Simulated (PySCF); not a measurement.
Positional isomers: propene methyl+boryl. Isolated molecules, 0 K electronic values unless said otherwise. One relaxed conformer stands for each flexible species; it need not be the lowest. Strings in code marks are SMILES.

The HOMO from two functionals at the same geometries (M06-2X/def2-TZVP), both in PySCF: PBE-D3(BJ)/def2-TZVP and M06-2X/def2-TZVP. 

```csv
species,PBE-D3(BJ)/def2-TZVP (eV),M06-2X/def2-TZVP (eV)
`CCC(=C)B`,-6.90,-9.05
`B/C(C)=C/C`,-6.52,-8.64
`B/C(C)=C\C`,-6.41,-8.54
`BC=C(C)C`,-6.62,-8.74
`C(C)/C=C/B`,-6.94,-9.08
`B/C=C\CC`,-6.89,-9.03
`C(C)(=C)CB`,-5.85,-8.13
`BC/C=C\C`,-5.95,-8.24
```

Over these rows, drawn at random from the members with no instability flagged (it was tested for open shells, ions and some series alone), PBE minus M06-2X: mean +2.17 eV, from +2.12 eV to +2.29 eV.
